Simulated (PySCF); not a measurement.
C₅H₈O, SMILES C=CCOC=C.

Coordinates come from a PBE-D3(BJ)/def2-SVP optimisation. The values are those of a single conformer.

Method: PySCF with PBE-D3(BJ)/def2-SVP.

No scaling factor is applied to the harmonic values.

| mode | ν (cm⁻¹) | IR (km/mol) | moving atoms (share of kinetic energy) |
|---|---|---|---|
| 1 | 30 | 1.2 | H 52 %, C 41 % |
| 2 | 81 | 2.1 | O 56 %, C 28 %, H 17 % |
| 3 | 154 | 0.1 | C 59 %, H 28 %, O 13 % |
| 4 | 184 | 2.1 | H 55 %, C 38 % |
| 5 | 315 | 0.2 | C 48 %, O 27 %, H 25 % |
| 6 | 480 | 3.3 | C 63 %, H 30 % |
| 7 | 543 | 9.0 | H 80 %, C 19 % |
| 8 | 582 | 0.3 | C 55 %, H 35 %, O 10 % |
| 9 | 678 | 6.3 | H 67 %, C 28 % |
| 10 | 792 | 46.6 | H 66 %, C 33 % |
| 11 | 881 | 2.0 | H 50 %, C 34 %, O 16 % |
| 12 | 904 | 34.6 | H 74 %, C 26 % |
| 13 | 934 | 1.2 | C 59 %, H 40 % |
| 14 | 936 | 17.8 | H 89 %, C 11 % |
| 15 | 983 | 3.4 | H 83 %, C 16 % |
| 16 | 991 | 13.8 | H 65 %, C 34 % |
| 17 | 1008 | 29.0 | H 60 %, C 27 %, O 13 % |
| 18 | 1134 | 37.1 | C 47 %, O 27 %, H 25 % |
| 19 | 1206 | 136.6 | H 62 %, C 20 %, O 18 % |
| 20 | 1217 | 144.7 | H 54 %, C 24 %, O 23 % |
| 21 | 1260 | 4.6 | H 78 %, C 22 % |
| 22 | 1289 | 19.6 | H 87 %, C 9 % |
| 23 | 1338 | 77.6 | H 72 %, C 26 % |
| 24 | 1364 | 13.4 | H 81 %, C 17 % |
| 25 | 1376 | 10.8 | H 70 %, C 29 % |
| 26 | 1419 | 34.7 | H 91 %, C 8 % |
| 27 | 1681 | 108.1 | C 88 %, H 11 % |
| 28 | 1682 | 75.9 | C 87 %, H 12 % |
| 29 | 2887 | 55.5 | H 95 % |
| 30 | 2919 | 37.6 | H 90 %, C 10 % |
| 31 | 3052 | 21.0 | H 92 %, C 8 % |
| 32 | 3083 | 6.1 | H 94 % |
| 33 | 3095 | 7.4 | H 92 % |
| 34 | 3105 | 0.3 | H 94 % |
| 35 | 3191 | 3.8 | H 89 %, C 11 % |
| 36 | 3212 | 2.0 | H 89 %, C 11 % |
